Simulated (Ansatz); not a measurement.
`N=C(O)[CH2][SnH3]` + `[Br][SnH3]` → `[SnH3][SnH3]` + `N=C(O)CBr`  (formal exchange of groups at the Sn–C bond)

Calculated with Ansatz (gas phase, PBE0-D4/def2-TZVP geometries, no zero-point term in ΔE). CBS: MP2 limit from def2 TZ/QZ plus the TZ coupled-cluster correction, frozen cores. Functionals use def2-TZVPP. B3LYP here is the variant with VWN-RPA as its local correlation; programs differ in this. Elements past krypton have def2 core potentials. For Br, Sn outer-core shells are correlated without core-valence functions, which leaves a few kJ/mol of doubt a bond. Scalar relativity is left out up to krypton. Each species was taken in one conformer, which may not be the lowest.

```csv
level,ΔE (kJ/mol),difference from CCSD(T)/CBS
PBE-D4,74.8,-11.1
r2SCAN-D4,85.4,-0.5
PBE0-D4,79.8,-6.1
B3LYP-D4,83.0,-2.9
ωB97X-V,86.2,0.3
ωB97M-V,84.9,-1.0
B2PLYP,83.8,-2.1
PBE,73.8,-12.1
r2SCAN,85.1,-0.8
PBE0,78.9,-7.0
B3LYP,81.5,-4.4
HF/def2-TZVPP,101.0,15.1
MP2/def2-TZVPP,84.7,-1.2
SCS-MP2/def2-TZVPP,86.4,0.5
CCSD/def2-TZVPP,84.9,-1.0
CCSD(T)/def2-TZVPP,83.4,-2.5
HF/def2-QZVPP,102.4,16.5
MP2/def2-QZVPP,86.6,0.7
SCS-MP2/def2-QZVPP,88.2,2.3
HF/CBS(def2),102.6,16.7
MP2/CBS(def2),87.2,1.3
CCSD/CBS(def2),87.5,1.6
CCSD(T)/CBS,85.9,0
```

Largest T1 diagnostic among the species: 0.013.

In def2-TZVPP, CCSD(T) changes the Hartree–Fock value by −17.6 kJ/mol (the triples alone add −1.6 kJ/mol) and MP2 by −16.3 kJ/mol. From PBE to PBE0 (25 % exact exchange), in def2-TZVPP and without D4, ΔE moves by +5.1 kJ/mol.
